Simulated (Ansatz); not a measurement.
CH7GeNO can be A, `C[NH][GeH2][OH]`, or B, `N[CH](O)[GeH3]`.

Program: Ansatz. Geometries: PBE0-D4/def2-TZVP. ΔE: electronic, gas phase. CCSD(T)/CBS adds triple-zeta CCSD(T) − MP2 to the extrapolated MP2 energy (def2 sets, frozen cores). DFT in def2-TZVPP. B3LYP here is the variant with VWN-RPA as its local correlation; programs differ in this. For Ge outer-core shells are correlated without core-valence functions, which leaves a few kJ/mol of doubt a bond. Scalar relativity is left out up to krypton. One conformer a species, not always the lowest.

A:

Z-matrix (Å, degrees):
```
C
N 1 1.449
H 1 1.098 2 114.2
H 1 1.094 2 110.5 3 122.1
H 1 1.093 2 109.5 3 -120.3
Ge 2 1.821 1 121.2 3 77.8
H 2 1.008 1 113.1 3 -65.7
O 6 1.790 2 114.3 1 -58.2
H 6 1.531 2 108.6 1 55.4
H 6 1.539 2 106.4 1 -179.4
H 8 0.959 6 112.9 2 -68.7
```

B:

Z-matrix (Å, degrees):
```
C
O 1 1.418
Ge 1 1.993 2 110.2
N 1 1.434 2 106.1 3 118.6
H 1 1.105 2 108.4 3 -118.9
H 2 0.961 1 108.2 3 80.5
H 3 1.534 1 109.7 2 56.7
H 3 1.541 1 108.0 2 -63.0
H 3 1.544 1 111.0 2 178.2
H 4 1.011 1 112.0 2 -171.2
H 4 1.014 1 111.0 2 67.1
```

Question: Which isomer does CCSD(T)/CBS put lower? Give the gap. (Estimate.)

Answer: Ansatz gave: A, by 147.6 kJ/mol.

Question: Give E(B) − E(A) in kJ/mol with B2PLYP, B3LYP, HF/def2-TZVPP, PBE0-D4, ωB97M-V, MP2/def2-TZVPP, PBE-D4. (An estimate is asked.)

Answer: Ansatz gave: B2PLYP 150.8, B3LYP 143.5, HF/def2-TZVPP 161.9, PBE0-D4 135.9, ωB97M-V 142.4, MP2/def2-TZVPP 158.0, PBE-D4 129.9. None reverses the order clearly.

Largest T1 diagnostic: 0.011.

From PBE to PBE0 (25 % exact exchange), in def2-TZVPP and without D4, E(B) − E(A) moves by +5.9 kJ/mol. In def2-TZVPP, CCSD(T) changes the Hartree–Fock value by −13.3 kJ/mol (the triples alone add −1.4 kJ/mol) and MP2 by −3.9 kJ/mol.
